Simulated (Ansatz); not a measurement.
Input for Ansatz (a first-principles code): R-PBE/def2-TZVPPD on CH4BN (a complex), monomers drawn apart or pushed together. Files ending in .json are basis or fitting sets from the Basis Set Exchange.

Ansatz 0.2 input:
```yaml
crystal:
  periodic: [false, false, false]
  atoms:
    - {symbol: B, position_ang: [-0.09690052, 0.04823511, 0.76958152]}
    - {symbol: H, position_ang: [0.66586511, 0.92707271, 0.45072728]}
    - {symbol: H, position_ang: [0.20388965, -1.03112788, 0.32200633]}
    - {symbol: H, position_ang: [-1.25567332, 0.33332979, 0.59124895]}
    - {symbol: C, position_ang: [0.15575562, -0.17617021, 3.27587225]}
    - {symbol: N, position_ang: [0.04178336, -0.07493616, 2.14524238]}
    - {symbol: H, position_ang: [0.26220482, -0.27070854, 4.33190088]}
basis:
  gaussian:
    orbitals: def2-TZVPPD.json
hamiltonian:
  xc: {name: PBE}
scf: {lower_state_search: off}
```

The log:

```
WARN ansatz: RAYON_NUM_THREADS=1 ignored (pool sized by the plan → 1); use --threads N
Functional definition: PBE
these checks for a lower state are left out or cut short: stability, starts, cluster_reference, orbital_swaps, neighbouring_geometries, increment
integrals: 0.05 GiB planned
754 factors; their error is unknown
mean field: 0.59 GiB planned
mean field evaluation 1: about -3254.3198 eV, gradient 6.2e1 eV
mean field evaluation 2: about -3220.6268 eV, gradient 1.3e2 eV
mean field evaluation 4: about -3263.4714 eV, gradient 9.4e0 eV
mean field evaluation 8: about -3263.6903 eV, gradient 1.4e-1 eV
mean field evaluation 16: about -3263.6783 eV, gradient 6.1e-5 eV
mean field -3263.67829068 eV, -119.9379649818 hartree, gradient 1.3e-6 eV, S^2 0.000000; 0 other end points of the search recorded, 0 dependent functions left out
reference -3263.67833373 eV, -119.9379665640 hartree; 11, 11 occupied and 168, 168 virtual orbitals, 754 factors
Total energy: -3263.67833373 eV, -119.9379665640 hartree
Checks for a lower state left out: stability, starts, cluster_reference, orbital_swaps, neighbouring_geometries, increment
```

The run converged.

Cost: roughly 1.7 core-seconds.
